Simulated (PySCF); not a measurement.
Si(H)(Cl)(OH)(OMe) (CH5ClO2Si), SMILES O(C)[SiH](Cl)O. Heavy atoms are numbered as in [SiH:1]([OH:2])([Cl:3])[O:4][CH3:5]. Hydrogens are named by the atom that carries them.

The structure is a stationary point at B3LYP-D3(BJ)/def2-SVP. The structure was generated by enumeration, and PubChem lists no compound with its InChIKey, so it may never have been made. Other conformers were not sampled.

Computed with B3LYP/pcSseg-1 run with PySCF.

GIAO shieldings, no solvent; atoms alike by connectivity are averaged. δ = σ(ref) − σ: ²⁹Si against TMS (σ = 338.7 ppm); ¹⁷O against H2O (σ = 333.8 ppm); ³⁵Cl against HCl (σ = 933.3 ppm); ¹³C against TMS (σ = 181.3 ppm); ¹H against TMS (σ = 31.68 ppm), references at their B3LYP-D3(BJ)/def2-TZVP geometries, non-relativistic (without spin–orbit terms, shifts of atoms bonded to Cl or Br come out too high).

```
nucleus      atoms  count  δ (ppm)
-------  ---------  -----  -------
²⁹Si     Si1 (SiH)      1    -36.0
¹⁷O        O2 (OH)      1     72.2
¹⁷O             O4      1     54.9
³⁵Cl           Cl3      1     66.3
¹³C       C5 (CH3)      1     55.4
¹H        H on Si1      1     5.10
¹H         H on C5      3     4.01
¹H         H on O2      1     2.63
```
